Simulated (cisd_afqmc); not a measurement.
Input (AFQMC/CISD/def2-SVP; cisd_afqmc is a phaseless AFQMC code with CISD trial states that reads the integrals written by Ansatz):

Ansatz 0.2 input:
```python
import cisd_afqmc

open("ham.yaml", "w").write("""\
crystal:
  periodic: [false, false, false]
  atoms:
    - {symbol: Li, position_ang: [-1.09905452, -0.98031635, -0.42148302]}
    - {symbol: O, position_ang: [0.35055651, 0.32100927, 0.03179574]}
    - {symbol: H, position_ang: [0.49271153, 0.37287484, 1.01008312]}
basis:
  gaussian:
    orbitals: def2-SVP
magnetization: {spin_polarized: true, initial_magnetization: 2}
correlation: {method: ccsd, electrons: outside_noble_gas, hamiltonian_folder: ham}
""")
rep = cisd_afqmc.ansatz("ham.yaml")
e_ccsd = rep["correlation"]["coupled_cluster"]["energy"]["hartree"]
out = cisd_afqmc.run("ham", e_ccsd, trial="CISD", walkers=200, populations=8, threads=8, dt=0.005, steps=40, early=24, settle=10, least=32,
    cut=5e-5, rank_cut=2e-4, target=0.0004, seconds=1500, seed=1, memory=17280, gpu=False)
```

Output:

```
orbitals 26, occupied [5, 3], factors 125 of 310, rank of the doubles 95 of 174
E(HF) = -82.760083
E(CCSD) on the cut factors = -82.926986, shift to the whole factors -0.000004
Energy of the trial state on the determinant = -82.927000
  tau behind 7.2 of longer steps, mean of the populations' last blocks
   2.0  -82.92973
   4.0  -82.92949
   6.0  -82.92948
   8.0  -82.92946
blocks 263 (1 outliers left out), error by blocks joined: 1: 0.00008, 2: 0.00009, 4: 0.00011, 8: 0.00010, 16: 0.00010
E(AFQMC/CISD) = -82.92940 +/- 0.00011
```

This triplet is an excited state, 4.2 eV above the singlet at CCSD(T)/def2-QZVPP (Ansatz).
